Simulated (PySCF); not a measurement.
Job file and geometry (Å, from GFN2-xTB) of a spin–spin coupling run on `CC#[N+][B-](C)(Br)Br`, C$_{3}$H$_{6}$BBr$_{2}$N, B3LYP/pcJ-1 Br:pcSseg-1 indirect spin-spin coupling, non-relativistic, gas phase (PySCF 2.14.0, density-fitted response routines); density fitting, a coarse starting grid and PySCF grid level 2 are the driver's defaults:

```
$ OMP_NUM_THREADS=1 python probes_run.py task.json out

{"job": {"kind": "j", "xc": "B3LYP", "basis": "pcJ-1"}, "charge": 0, "multiplicity": 1}
C     -2.728269    -0.225241     0.300908
C     -1.331534    -0.013491     0.211080
N     -0.197946     0.166404     0.141829
B      1.220680     0.633763     0.106549
C      2.214894    -0.577937    -0.259567
Br     1.498301     1.370743     1.964807
Br     1.181775     2.094474    -1.286235
H     -3.236620     0.425381    -0.412383
H     -2.964912    -1.265472     0.075887
H     -3.064995     0.014005     1.310941
H      2.161292    -1.383694     0.472803
H      1.994135    -1.003225    -1.238824
H      3.248810    -0.235224    -0.284115
```

Q: What does the program print?

A: 
```
coarse grid: 55336 points
cycle   1  E = -5345.3597770863  dE = -1.627e+00  |g| = 1.103e+00  |ddm| = 3.278e+00
cycle   2  E = -5345.2400470668  dE =  1.197e-01  |g| = 1.032e+00  |ddm| = 1.208e+00
cycle   3  E = -5345.3518880169  dE = -1.118e-01  |g| = 6.908e-01  |ddm| = 9.840e-01
cycle   4  E = -5345.4480397546  dE = -9.615e-02  |g| = 1.483e-01  |ddm| = 4.204e-01
cycle   5  E = -5345.4527264802  dE = -4.687e-03  |g| = 3.483e-02  |ddm| = 1.264e-01
cycle   6  E = -5345.4529776051  dE = -2.511e-04  |g| = 4.774e-03  |ddm| = 3.089e-02
cycle   7  E = -5345.4529799772  dE = -2.372e-06  |g| = 1.576e-03  |ddm| = 5.985e-03
final grid: 114208 points
cycle   8  E = -5345.4529135229  dE =  8.671e-07  |g| = 2.709e-03  |ddm| = 4.207e-03
cycle   9  E = -5345.4529074789  dE =  6.044e-06  |g| = 6.044e-03  |ddm| = 5.522e-03
cycle  10  E = -5345.4529148881  dE = -7.409e-06  |g| = 9.019e-04  |ddm| = 3.492e-03
cycle  11  E = -5345.4529150288  dE = -1.407e-07  |g| = 6.009e-05  |ddm| = 7.273e-04
cycle  12  E = -5345.4529150297  dE = -9.541e-10  |g| = 1.853e-05  |ddm| = 7.586e-05
converged SCF energy = -5345.4529150297

Indirect spin-spin couplings (Hz)
  i      j    bonds     total        FC       PSO       DSO        SD
  0 C    1 C    1     77.791    79.928    -2.366     0.229         -
  0 C    2 N    2      0.292     0.114     0.256     0.050    -0.128
  0 C    3 B    3      0.409     0.335     0.081    -0.035     0.028
  0 C    4 C    4     -0.382    -0.383     0.034    -0.032         -
  0 C    7 H    1    142.978   141.332     1.024     0.621         -
  0 C    8 H    1    143.129   141.475     1.041     0.612         -
  0 C    9 H    1    143.191   141.547     1.023     0.621         -
  1 C    2 N    1    -59.759   -49.174    -3.020    -0.077    -7.487
  1 C    3 B    2      5.900     5.960     0.114    -0.073    -0.101
  1 C    4 C    3      1.792     1.800     0.032    -0.041         -
  1 C    7 H    2    -11.267   -11.134    -0.096    -0.037         -
  1 C    8 H    2    -12.028   -11.893    -0.067    -0.068         -
  1 C    9 H    2    -11.229   -11.096    -0.093    -0.039         -
  1 C   12 H    4      1.820     1.746     0.428    -0.354         -
  2 N    3 B    1    -20.164   -20.592     0.906    -0.241    -0.237
  2 N    4 C    2     -2.346    -2.387     0.051    -0.049     0.039
  2 N    7 H    3     -2.965    -2.780    -0.345     0.127     0.033
  2 N    8 H    3     -2.644    -2.459    -0.366     0.132     0.049
  2 N    9 H    3     -2.948    -2.765    -0.343     0.127     0.033
  2 N   10 H    3     -0.843    -0.765     0.040    -0.134     0.017
  2 N   11 H    3     -0.843    -0.765     0.040    -0.134     0.017
  2 N   12 H    3     -5.818    -5.707    -0.127     0.064    -0.048
  3 B    4 C    1     64.487    64.542    -1.063     0.460     0.548
  3 B    7 H    4     -0.801    -0.923     0.210    -0.103     0.015
  3 B    8 H    4     -0.671    -0.825     0.255    -0.127     0.026
  3 B    9 H    4     -0.822    -0.944     0.211    -0.104     0.015
  3 B   10 H    2     -3.472    -3.990    -0.051     0.479     0.090
  3 B   11 H    2     -3.493    -4.011    -0.052     0.479     0.090
  3 B   12 H    2     -8.840    -9.397    -0.138     0.564     0.131
  4 C    7 H    5      0.639     0.644     0.147    -0.151         -
  4 C    8 H    5      2.316     2.297     0.072    -0.054         -
  4 C    9 H    5      0.589     0.593     0.145    -0.149         -
  4 C   10 H    1    124.810   122.423     1.553     0.834         -
  4 C   11 H    1    124.783   122.395     1.554     0.834         -
  4 C   12 H    1    131.782   129.545     1.388     0.849         -
  7 H    8 H    2    -19.189   -19.329     2.975    -2.836         -
  7 H    9 H    2    -19.256   -19.414     2.944    -2.787         -
  7 H   10 H    6     -0.167    -0.147     0.641    -0.661         -
  8 H    9 H    2    -19.168   -19.306     2.976    -2.838         -
  8 H   10 H    6     -0.173    -0.236     0.064    -0.001         -
  8 H   11 H    6     -0.174    -0.238     0.058     0.006         -
  8 H   12 H    6      0.968     1.021     0.675    -0.727         -
  9 H   11 H    6     -0.162    -0.143     0.636    -0.655         -
 10 H   11 H    2    -13.364   -14.103     2.654    -1.915         -
 10 H   12 H    2    -14.978   -15.808     2.605    -1.776         -
 11 H   12 H    2    -14.960   -15.789     2.607    -1.778         -
```

Size and cost of the density-fitted run: 277 basis functions, 3.2 min wall time on 1 thread of an Arm Neoverse N1, shared host; peak memory 1.2 GiB.
